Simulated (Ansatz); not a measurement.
Ansatz results at the PBE0-D4/def2-TZVP geometry: LUMO energy (B3LYP/def2-TZVPP) -1.38 eV; HOMO energy (B3LYP/def2-TZVPP) -6.10 eV; HOMO energy (PBE0/def2-TZVPP) -6.33 eV.

Each molecule was computed in one conformer, which needn't be the lowest.

Which molecule gave them?
A. `CC[C@@]12[C@H]3[C@H]4[C@H]5[C@@H]1[Hf]4532([NH2])([O]C)[O]C`
B. `CC[C@]12[C@H]3[C@H]4[C@H]5[C@@H]1[Sc]4532([CH3])[OH]`
C. `C[O][Zr]1234([OH])([O]C)[C@@H]5[C@H]1[C@H]2[C@@]3([SiH3])[C@@H]54`
D. `[NH2][Hf]1234([OH])([OH])[C@@H]5[C@H]1[C@H]2[C@@]3([SiH3])[C@@H]54`

B. The others give `C[O][Zr]1234([OH])([O]C)[C@@H]5[C@H]1[C@H]2[C@@]3([SiH3])[C@@H]54`: -0.48, -6.85, -7.08; `CC[C@@]12[C@H]3[C@H]4[C@H]5[C@@H]1[Hf]4532([NH2])([O]C)[O]C`: 0.11, -6.25, -6.48; `[NH2][Hf]1234([OH])([OH])[C@@H]5[C@H]1[C@H]2[C@@]3([SiH3])[C@@H]54`: -0.28, -6.56, -6.79.

B3LYP here is the variant with VWN-RPA as its local correlation; programs differ in this.
